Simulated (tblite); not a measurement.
Compound: C7H4F2N (doublet state).
Numbering: `[C:1]#[C:2][C@@H:3]1[C@H:4]([C:5]#[N:6])[C@H:7]1[CH:8]([F:9])[F:10]` (hydrogens: H11 on C3; H12 on C4; H13 on C7; H14 on C8)

A start from a force field or distance geometry was refined with GFN2-xTB geometry optimisation, gas phase in tblite 0.8.0. Values at the start:

```json
{"coordinate": "C1≡C2", "start": "1.553 Å"}
{"coordinate": "C2–C3", "start": "1.416 Å"}
{"coordinate": "C3–C4", "start": "1.524 Å"}
{"coordinate": "C3–C7", "start": "1.514 Å"}
{"coordinate": "C3–H11", "start": "1.095 Å"}
{"coordinate": "C4–C5", "start": "1.438 Å"}
{"coordinate": "C4–C7", "start": "1.517 Å"}
{"coordinate": "C4–H12", "start": "1.076 Å"}
{"coordinate": "C5≡N6", "start": "1.151 Å"}
{"coordinate": "C7–C8", "start": "1.476 Å"}
{"coordinate": "C7–H13", "start": "1.097 Å"}
{"coordinate": "C8–F9", "start": "1.359 Å"}
{"coordinate": "C8–F10", "start": "1.357 Å"}
{"coordinate": "C8–H14", "start": "1.097 Å"}
{"coordinate": "C2–C3–C4", "start": "122.2°"}
{"coordinate": "C3–C4–C5", "start": "120.6°"}
{"coordinate": "C3–C7–C8", "start": "121.5°"}
{"coordinate": "C4–C7–C8", "start": "119.7°"}
{"coordinate": "C5–C4–C7", "start": "117.7°"}
{"coordinate": "C7–C8–F9", "start": "109.6°"}
{"coordinate": "C7–C8–F10", "start": "109.2°"}
{"coordinate": "F9–C8–F10", "start": "106.9°"}
{"coordinate": "C2–C3–C7–C4", "start": "112°"}
{"coordinate": "C3–C4–C7–C8", "start": "-112°"}
{"coordinate": "C4–C7–C8–F9", "start": "44°"}
```

Question: How do these coordinates change at the GFN2-xTB level?

Answer: 
| coordinate | GFN2-xTB (Å or °) | change |
| --- | --- | --- |
| C1≡C2 | 1.196 | -0.357 |
| C7–C8 | 1.509 | +0.033 |
| C2–C3 | 1.439 | +0.023 |
| C4–C5 | 1.423 | -0.015 |
| C7–H13 | 1.083 | -0.014 |
| C3–C7 | 1.501 | -0.013 |
| C3–H11 | 1.084 | -0.011 |
| C4–H12 | 1.085 | +0.009 |
| C5≡N6 | 1.143 | -0.008 |
| C3–C4 | 1.516 | -0.008 |
| C8–H14 | 1.102 | +0.005 |
| C8–F9 | 1.355 | -0.004 |
| C4–C7 | 1.513 | -0.004 |
| C8–F10 | 1.355 | -0.002 |
| C2–C3–C4 | 119.4 | -2.8 |
| C3–C7–C8 | 119.5 | -2.0 |
| C7–C8–F9 | 111.2 | +1.6 |
| C7–C8–F10 | 110.7 | +1.5 |
| C4–C7–C8 | 118.8 | -0.9 |
| F9–C8–F10 | 106.1 | -0.8 |
| C3–C4–C5 | 119.9 | -0.7 |
| C5–C4–C7 | 118.4 | +0.7 |
| C4–C7–C8–F9 | 39 | -5 |
| C2–C3–C7–C4 | 109 | -3 |
| C3–C4–C7–C8 | -110 | +2 |

The energy falls by 58.5 kcal/mol over 61 L-BFGS steps, the largest force on an atom goes from 9.59 to 0.010 eV/Å, and the atoms move by 0.116 Å rms after alignment. The bond that changes most is C1≡C2 (ends: carbon bonded to C; carbon bonded to 2 C), which shortens by 0.357 Å. Bonds longer at the end by more than 0.005 Å: 4 of 14; shorter: 7. Rotational constants go from 1897, 928.3, 706.0 to 2070, 928.4, 730.4 MHz.

Its GFN2-xTB frequencies are all real (lowest 40 cm⁻¹). 2 starts were optimised and ended at 0.00 and 0.09 kcal/mol (GFN2-xTB); the lowest of these is shown.

Shape of the structure used: `[C:1]#[C:2][C@@H:3]1[C@H:4]([C:5]#[N:6])[C@H:7]1[CH:8]([F:9])[F:10]`: C4–C7–C8–F9 39°.

One conformer stands for the species.

These are computed values.
